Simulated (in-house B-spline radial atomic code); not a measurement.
A fraction x of an electron is removed from 4f in Nd III (Nd2+), starting from [Xe] 4f4 and keeping the highest spin. Computed with an all-electron radial atomic-structure program (B-spline basis): scalar-relativistic (X2C) Hartree-Fock with fractional occupations, spin-polarised, spherical fractional occupations, Fermi nucleus of rms radius 4.9123 fm.

Caution: exact exchange at fractional occupations of open shells leaves self-interaction of up to several eV.

| x | E(x) - E(0) (eV) | 4f up level (eV) |
| --- | --- | --- |
| 0 | 0.0000 | -15.132 |
| 0.07 | 1.0885 | -15.971 |
| 0.16 | 2.5751 | -17.067 |
| 0.35 | 6.0423 | -19.443 |
| 0.49 | 8.8900 | -21.244 |
| 0.5 | 9.1030 | -21.374 |
| 0.57 | 10.6313 | -22.291 |
| 0.7 | 13.6411 | -24.020 |
| 0.85 | 17.3962 | -26.055 |
| 0.88 | 18.1841 | -26.467 |
| 1 | 21.4597 | -28.131 |

The exact functional would give a straight line between the two integer points. Deviations E(x) - E(0) - x[E(1) - E(0)], in eV: -0.414 at x = 0.07, -0.858 at x = 0.16, -1.469 at x = 0.35, -1.625 at x = 0.49, -1.627 at x = 0.5, -1.601 at x = 0.57, -1.381 at x = 0.7, -0.845 at x = 0.85, -0.7 at x = 0.88.

The curve lies below the straight line by up to 1.627 eV (at x = 0.5): with spherically averaged exact exchange in an open shell, this holds the self-interaction named above.

Problem. How well does Slater's transition state (minus the level at half occupation) give the ionisation energy?

Solution. It gives 21.374 eV against 21.460 eV from the two total energies; NIST lists 22.09 eV, ground level to ground level. The end point has an open shell averaged over its orbitals, so its exact exchange keeps a self-interaction and this is no true integer point.
